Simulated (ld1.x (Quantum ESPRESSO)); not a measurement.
# Mg: excitation energies, all-electron against TM

ld1.x (Quantum ESPRESSO) 7.5 input, shortened:

```
&input
   title='Mg', zed=12., rel=0, dft='PBE', iswitch=3,
   config='[Ne] 3s2 3p0 3d-2'
 /
 &inputp
   pseudotype=2, tm=.true., lloc=2,
   nlcc=.false.
 /
3
3S  1  0   2.00   0.00  2.00  2.00  0.0
3P  2  1   0.00   0.00  6.02  6.02  0.0
3D  3  2  -2.00   0.20  3.80  3.80  0.0
 &test
   configts(1)='3s2 3p0'
 /
```

Energies are relative to the spin-unpolarised reference configuration 3s2 3p0; without spin polarisation the order of configurations can differ from experiment.

```tsv
valence configuration	charge	ΔE all-electron (eV)	error AE − PS (meV)
3s1 3p0	+1	7.949	+11
3s1.5 3p0	+0.5	3.140	+0.9
3s1 3p1	0	3.476	+11
3s0 3p1	+1	12.293	+97
```

What are ΔE and the potential's error for 3s0 3p2?

ΔE = 7.149 eV all-electron; the error (AE − PS) is +65 meV.
